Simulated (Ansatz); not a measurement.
Geometry optimisation of Ba2S2⁺.

```yaml
crystal:
  periodic: [false, false, false]
  atoms:
    - {symbol: Ba, position_ang: [-2.020020, -2.600160, -0.614010]}
    - {symbol: Ba, position_ang: [1.174220, 3.063790, 0.667560]}
    - {symbol: S, position_ang: [0.067240, -0.951190, 0.557910]}
    - {symbol: S, position_ang: [0.778560, 0.487560, -0.611450]}
basis:
  gaussian: {orbitals: def2-SVP}
total_charge: 1
magnetization: {spin_polarized: true, initial_magnetization: 1}
hamiltonian: {xc: pbe, dispersion: d4}
scf: {omitted_lower_state_checks: [starts]}
output: {orbitals: {seedname: orbitals}}
relax: {f_tol: 0.02, max_steps: 100}
```

```sh
$ ansatz run in.yaml --threads 4 --pin off --events-out ev --progress --plain --max-ram 3916MiB
```

Output, abridged:

```
Functional definition: PBE
mean field -23038.53150591 eV, -846.6504167648 hartree, gradient 7.1e-6 eV, S^2 0.751015; 0 other end points of the search recorded, 0 dependent functions left out
relax step   1: F+E_penalty+E_count = -23038.84250738 eV  Δ(F+E_penalty+E_count) = +0.000e0 eV  max|allowed force component| = 2.088e0 eV/Å  Δτ_max = 0.0000 Å  (75 SCF iters, accepted)
mean field -23038.93010662 eV, -846.6650650704 hartree, gradient 2.0e-6 eV, S^2 0.750819; 0 other end points of the search recorded, 0 dependent functions left out
relax step   2: F+E_penalty+E_count = -23039.24102097 eV  Δ(F+E_penalty+E_count) = -3.985e-1 eV  max|allowed force component| = 6.984e-1 eV/Å  Δτ_max = 0.1944 Å  (78 SCF iters, accepted)
mean field -23039.30710830 eV, -846.6789196268 hartree, gradient 3.6e-6 eV, S^2 0.750753; 0 other end points of the search recorded, 0 dependent functions left out
relax step   3: F+E_penalty+E_count = -23039.54011846 eV  Δ(F+E_penalty+E_count) = -2.991e-1 eV  max|allowed force component| = 6.970e-1 eV/Å  Δτ_max = 0.1993 Å  (75 SCF iters, accepted)
mean field -23039.80065739 eV, -846.6970572213 hartree, gradient 2.3e-6 eV, S^2 0.750648; 0 other end points of the search recorded, 0 dependent functions left out
relax step   4: F+E_penalty+E_count = -23039.97954743 eV  Δ(F+E_penalty+E_count) = -4.394e-1 eV  max|allowed force component| = 8.900e-1 eV/Å  Δτ_max = 0.1933 Å  (64 SCF iters, accepted)
mean field -23040.18175527 eV, -846.7110623099 hartree, gradient 3.9e-6 eV, S^2 0.750494; 0 other end points of the search recorded, 0 dependent functions left out
relax step   5: F+E_penalty+E_count = -23040.35320494 eV  Δ(F+E_penalty+E_count) = -3.737e-1 eV  max|allowed force component| = 4.401e-1 eV/Å  Δτ_max = 0.1949 Å  (66 SCF iters, accepted)
mean field -23040.28879558 eV, -846.7149959689 hartree, gradient 7.8e-6 eV, S^2 0.750492; 0 other end points of the search recorded, 0 dependent functions left out
relax step   6: F+E_penalty+E_count = -23040.45870954 eV  Δ(F+E_penalty+E_count) = -1.055e-1 eV  max|allowed force component| = 3.703e-1 eV/Å  Δτ_max = 0.1951 Å  (48 SCF iters, accepted)
mean field -23040.41839236 eV, -846.7197585628 hartree, gradient 1.9e-5 eV, S^2 0.750586; 0 other end points of the search recorded, 0 dependent functions left out
relax step   7: F+E_penalty+E_count = -23040.58748215 eV  Δ(F+E_penalty+E_count) = -1.288e-1 eV  max|allowed force component| = 3.700e-1 eV/Å  Δτ_max = 0.1978 Å  (37 SCF iters, accepted)
mean field -23040.52377662 eV, -846.7236313628 hartree, gradient 1.8e-5 eV, S^2 0.750700; 0 other end points of the search recorded, 0 dependent functions left out
relax step   8: F+E_penalty+E_count = -23040.69327674 eV  Δ(F+E_penalty+E_count) = -1.058e-1 eV  max|allowed force component| = 1.500e-1 eV/Å  Δτ_max = 0.1946 Å  (35 SCF iters, accepted)
mean field -23040.52379236 eV, -846.7236319412 hartree, gradient 1.0e-5 eV, S^2 0.750908; 0 other end points of the search recorded, 0 dependent functions left out
relax step   9: F+E_penalty+E_count = -23040.69351861 eV  Δ(F+E_penalty+E_count) = -2.419e-4 eV  max|allowed force component| = 2.000e-1 eV/Å  Δτ_max = 0.1958 Å  (35 SCF iters, accepted)
mean field -23040.54476487 eV, -846.7244026668 hartree, gradient 7.8e-6 eV, S^2 0.750812; 0 other end points of the search recorded, 0 dependent functions left out
relax step  10: F+E_penalty+E_count = -23040.71442193 eV  Δ(F+E_penalty+E_count) = -2.090e-2 eV  max|allowed force component| = 2.224e-2 eV/Å  Δτ_max = 0.0803 Å  (38 SCF iters, accepted)
mean field -23040.54510327 eV, -846.7244151027 hartree, gradient 9.5e-6 eV, S^2 0.750799; 0 other end points of the search recorded, 0 dependent functions left out
relax step  11: F+E_penalty+E_count = -23040.71475212 eV  Δ(F+E_penalty+E_count) = -3.302e-4 eV  max|allowed force component| = 7.821e-4 eV/Å  Δτ_max = 0.0120 Å  (32 SCF iters, accepted)
mean field -23040.54510327 eV, -846.7244151027 hartree, gradient 1.0e-5 eV, S^2 0.750799; 0 other end points of the search recorded, 0 dependent functions left out
Total energy: -23040.71482297 eV, -846.7306521867 hartree
Atom 0 at    -1.756284    -1.329136    -0.544094 Å, force     0.000486    -0.000459    -0.000267 eV/Å
Atom 1 at     0.238810     2.162249     0.644098 Å, force     0.000690    -0.000239     0.000129 eV/Å
Atom 2 at     0.663154    -0.715179     0.987752 Å, force    -0.000393     0.000654    -0.000130 eV/Å
Atom 3 at     0.854319    -0.117934    -1.087746 Å, force    -0.000782     0.000044     0.000268 eV/Å
Dipole moment:    -1.090556     0.598728     0.071869 e Å
Checks for a lower state left out: starts
```

Run time 68 s (4 threads of Intel Xeon on a shared host).

In the def2 sets Ba takes a core potential; there is no spin–orbit coupling. Another isomer (doublet) lies 0.63 eV lower at PBE0-D4/def2-TZVP; other spin states weren't run for this one.
